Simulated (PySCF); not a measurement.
Spectrum to structure. Method: TDDFT CAM-B3LYP/def2-SVPD, vertical, gas phase, core orbitals frozen in the response (PySCF). Geometries: GFN2-xTB, one conformer each.

| state | E (eV) | f |
| --- | --- | --- |
| S1 | 4.87 | 0.0013 |
| S2 | 5.94 | 0.0005 |
| S3 | 6.35 | 0.0024 |
| S4 | 6.51 | 0.0005 |
| S5 | 6.72 | 0.0074 |
| S6 | 6.91 | 0.0072 |
| S7 | 7.17 | 0.0042 |
| S8 | 7.59 | 0.178 |

Triplets computed (Tamm–Dancoff): 4.10, 4.86, 5.04 eV.

Question: Which candidate is it? All have the formula C5H9NOSi.
A. `C#C[SiH2]OC/C=N\C`
B. `[SiH3]CCc1ncco1`
C. `N#CC/C=C\CO[SiH3]`
D. `C#C[SiH2]CNC(C)=O`

Answer: A. Its S1, at 4.87 eV, is the lowest among the candidates; the nearest of the others has S1 at 5.98 eV. S1 is HOMO→LUMO+1 (75%), HOMO→LUMO+2 (12%), HOMO→LUMO+3 (9%). Löwdin shares by element: HOMO nitrogen 55%, carbon 30% or more; LUMO carbon 43% or more, silicon 25%, hydrogen 6% or more (atoms not listed hold the other 25%). At the same level the other candidates give, for their lowest levels:
- `N#CC/C=C\CO[SiH3]`: 6.99 eV (f 0.359); 7.17 eV (f 0.001); 7.24 eV (f 0.016); 7.31 eV (f 0.002); 7.42 eV (f 0.008); T1 4.26 eV; HOMO -9.23, LUMO 0.59 eV
- `[SiH3]CCc1ncco1`: 6.29 eV (f 0.209); 6.60 eV (f 0.003); 6.85 eV (f 0.019); 7.30 eV (f 0.046); 7.53 eV (f 0.010); T1 4.19 eV; HOMO -8.35, LUMO 0.89 eV
- `C#C[SiH2]CNC(C)=O`: 5.98 eV (f 0.000); 6.13 eV (f 0.002); 6.43 eV (f 0.002); 6.65 eV (f 0.000); 6.75 eV (f 0.001); T1 5.11 eV; HOMO -8.73, LUMO 0.85 eV

Conformer computed: `[CH:1]#[C:2][SiH2:3][O:4][CH2:5]/[CH:6]=[N:7]\[CH3:8]`: C2–Si3–O4–C5 53°, Si3–O4–C5–C6 -165°, O4–C5–C6–N7 180°.
